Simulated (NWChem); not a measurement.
System: DMF (C₃H₇NO); SMILES CN(C)C=O

Here is an NWChem input.

```
start job
memory heap 200 mb stack 900 mb global 1100 mb
geometry units angstroms
  C      0.775659    -1.583626    -0.000429
  N      0.024092    -0.345095    -0.000288
  C     -1.426258    -0.427096    -0.001436
  C      0.640605     0.874691    -0.000057
  O      0.077481     1.956746    -0.000595
  H      1.847150    -1.363276     0.002295
  H      0.543170    -2.187324     0.887423
  H      0.547214    -2.184976    -0.890955
  H     -1.819472     0.590184    -0.001005
  H     -1.784726    -0.958373    -0.892972
  H     -1.786001    -0.960440     0.888279
  H      1.744357     0.776981     0.000766
end
basis spherical
  * library 3-21g
end
dft
  xc b3lyp
  iterations 150
end
driver
  maxiter 120
end
task dft optimize
task dft freq
```

B3LYP is NWChem's, with the RPA form of VWN correlation.

The level has its own optimisation; frequencies are unscaled. Brackets give each atom's bonded neighbours.

### Question
What results follow from this input? (B3LYP/3-21G.) Quantities: r C–N [C(HNO)–N(CCC)] (Å); r C–O (Å); r C–H [C(HNO)–H(C)] (Å); highest harmonic frequency (cm⁻¹); lowest (cm⁻¹); zero-point energy (kcal/mol); dipole (D).

### Answer
| Item | Result |
|---|---|
| r C–N [C(HNO)–N(CCC)] (Å) | 1.371 |
| r C–O (Å) | 1.238 |
| r C–H [C(HNO)–H(C)] (Å) | 1.104 |
| highest harmonic frequency (cm⁻¹) | 3151 |
| lowest (cm⁻¹) | 154 |
| zero-point energy (kcal/mol) | 64.7 |
| dipole (D) | 3.77 |
